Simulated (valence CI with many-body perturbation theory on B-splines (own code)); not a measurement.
## Valence orbitals of Hf LX

Method: valence CI with perturbative core correlation (CI+MBPT): three valence electrons over a frozen Dirac-Fock core [Ne], a basis of 11 s, 11 p, 10 d, 8 f, 5 g, 2 h functions for each j, with the one-electron correlation potential Σ1, the two-electron term Σ2, the three-electron term Σ3, Breit, model QED; selected CI, second order for the rest, scaled by the run's own slope (own B-spline code, finite nucleus).

No measured spectrum was set against this ion. As an estimate, large intervals hold to a few tenths of a per cent, small ones and those within an open d or f shell to about a per cent.

These are the spectroscopic orbitals of the CI (the correlating ones are not listed), shaped by the core and the other valence electrons. h is the expectation value of the core's Dirac-Fock operator, without the valence repulsion; Σ1 is computed up to l = 3 at one energy for each symmetry, that of its lowest orbital but kept below the first core excitation, so for empty shells it is not the orbital's own correlation shift; Breit and QED include the response of the core.

```tsv
Orbital	h (hartree)	Σ1 (cm⁻¹)	Breit (cm⁻¹)	QED (cm⁻¹)	⟨r⟩ (bohr)
3s1/2	-245.61	-7367	43498	36439	0.1905
4s1/2	-133.59	-2502	16951	14700	0.3519
5s1/2	-83.752	-1153	8112	7220	0.5645
6s1/2	-57.357	-631	4546	4076	0.8267
7s1/2	-41.718	-384	2801	2522	1.139
8s1/2	-31.698	-252	1848	1669	1.500
3p1/2	-239.96	-9653	73168	2069	0.1790
4p1/2	-131.24	-3211	28560	851	0.3431
5p1/2	-82.575	-1487	13853	428	0.5573
6p1/2	-56.686	-816	7801	244	0.8214
7p1/2	-41.3	-498	4822	152	1.135
8p1/2	-31.421	-326	3188	101	1.499
3p3/2	-227.77	-8195	40331	5190	0.1899
4p3/2	-126.25	-2846	15821	2114	0.3575
5p3/2	-80.068	-1341	8495	1060	0.5755
6p3/2	-55.254	-744	4810	605	0.8433
7p3/2	-40.407	-456	2985	378	1.161
8p3/2	-30.826	-301	1981	251	1.528
3d3/2	-221.05	-10252	33551	-978	0.1623
4d3/2	-123.69	-2912	12189	-306	0.3328
5d3/2	-78.811	-1305	5807	-137	0.5530
6d3/2	-54.543	-710	3241	-73.6	0.8231
7d3/2	-39.966	-432	1997	-44.3	1.143
3d5/2	-218.22	-9000	16129	574	0.1656
4d5/2	-122.47	-2544	5772	328	0.3369
5d5/2	-78.185	-1143	2828	183	0.5581
6d5/2	-54.181	-623	1583	110	0.8291
7d5/2	-39.738	-379	978	70.6	1.150
4f5/2	-121.11	-2560	1285	-198	0.2928
5f5/2	-77.511	-1240	876	-105	0.5154
6f5/2	-53.798	-698	545	-61.3	0.7880
7f5/2	-39.5	-432	362	-38.7	1.111
4f7/2	-120.59	-2417	382	96.7	0.2948
5f7/2	-77.241	-1165	258	46.5	0.5178
6f7/2	-53.641	-654	154	26.3	0.7907
7f7/2	-39.401	-404	103	16.4	1.114
5g7/2	-77.13		31.2	-49.3	0.4543
6g7/2	-53.573		30.7	-29.1	0.7275
7g7/2	-39.356		23.9	-18.5	1.051
5g9/2	-76.972		6.4	37.1	0.4558
6g9/2	-53.481		6.3	21.2	0.7292
7g9/2	-39.298		4.7	13.2	1.053
6h9/2	-53.471				0.6471
6h11/2	-53.41				0.6483
```

Among the shells of the start configuration 3s2 3p1, Σ1 is largest in size for 3p1/2, where it is 0.018 % of h.

Lowest root of each symmetry, sizes in configuration state functions:

| J | Parity | Roots | Reference | Variational | Second order | Change by selected CI (cm⁻¹) | Change by second order (cm⁻¹) |
| --- | --- | --- | --- | --- | --- | --- | --- |
| 1/2 | even | 17 | 93 | 10678 | 9766 | -5089 | 0 |
| 3/2 | even | 24 | 147 | 16951 | 18931 | -2902 | 0 |
| 5/2 | even | 21 | 153 | 18027 | 23721 | -4019 | -1 |
| 7/2 | even | 12 | 114 | 17048 | 24126 | -5517 | -1 |
| 9/2 | even | 8 | 72 | 13282 | 20242 | -5430 | -2 |
| 11/2 | even | 2 | 28 | 7364 | 18917 | -11047 | -3 |
| 1/2 | odd | 17 | 90 | 10491 | 10847 | -4965 | 0 |
| 3/2 | odd | 25 | 146 | 17018 | 18909 | -4556 | 0 |
| 5/2 | odd | 20 | 147 | 17805 | 23086 | -4694 | -1 |
| 7/2 | odd | 14 | 115 | 16218 | 21509 | -5199 | -1 |
| 9/2 | odd | 7 | 66 | 12159 | 18923 | -2934 | -1 |
| 11/2 | odd | 3 | 31 | 9033 | 17303 | -7123 | -2 |
